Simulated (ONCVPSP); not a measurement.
Transferability test, ONCV potential for lithium (Li)

ONCVPSP 4.0.1 input, shortened (lines: element, Z, core and valence counts, functional; n l f; lmax; l rc ep ncon nbas qcut; lloc lpopt rc5 dvloc0; l nproj debl; icmod fcfact rcfact), PBE, scalar-relativistic:

```
  Li 3.00    0    2        4      upf
    1    0    2.00
    2    0    1.00
    2
    0    1.05    0.00    5    9   13.50
    1    1.05    0.04    4    8    8.80
    2    1.00    0.33    4    7    9.80
    2    5    1.00    0.00
    0    2    3.70
    1    3    1.70
    2    0    1.50
    0    0.00    0.00
```

Energies are relative to the spin-unpolarised reference configuration 1s2 2s1; without spin polarisation the order of configurations can differ from experiment.

| valence configuration | charge | ΔE all-electron (eV) | error AE − PS (meV) |
| --- | --- | --- | --- |
| 1s2 2s0 | +1 | 5.296 | +0.2 |
| 1s2 2s0 2p1 | 0 | 1.787 | +0.3 |
| 1s1 2s1 | +1 | 68.407 | +430 |

Question: What are ΔE and the potential's error for 1s2 2s0.5?

Answer: ΔE = 2.049 eV all-electron; the error (AE − PS) is 0.0 meV.

Levels in the configuration 1s2 2s0 2p1:

| level | all-electron (eV) | pseudo (eV) |
| --- | --- | --- |
| 1s | -53.360 | -53.341 |
| 2p | -1.564 | -1.564 |
